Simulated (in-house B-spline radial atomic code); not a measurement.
What moves the levels of the selenium ion Se⁺ ([Ar] 3d10 4s2 4p3)? Method: Dirac-Hartree-Fock, average of the jj configuration, Fermi nucleus of rms radius 4.07 fm. Calculated with a radial B-spline atomic code at the basis-set limit.

Baseline run (computed): total energy -2428.2313 hartree, 1s1/2 at -468.7543 hartree, 4p1/2 at -19.951 eV with <r> = 2.119 bohr.

Changing the nucleus:

| nucleus | ΔE (eV) |
| --- | --- |
| Fermi nucleus of rms radius 4.1395 fm, A = 76 | 0.0154 |
| Fermi nucleus of rms radius 4.1395 fm, A = 77 | 0.0154 |
| Fermi nucleus of rms radius 4.1406 fm, A = 78 | 0.0157 |
| Fermi nucleus of rms radius 4.14 fm, A = 80 | 0.0156 |
| Fermi nucleus of rms radius 4.14 fm, A = 82 | 0.0156 |

A larger nucleus binds the electrons less, roughly as the density at the nucleus times the change of the nuclear <r²>. The reference is A = 74.
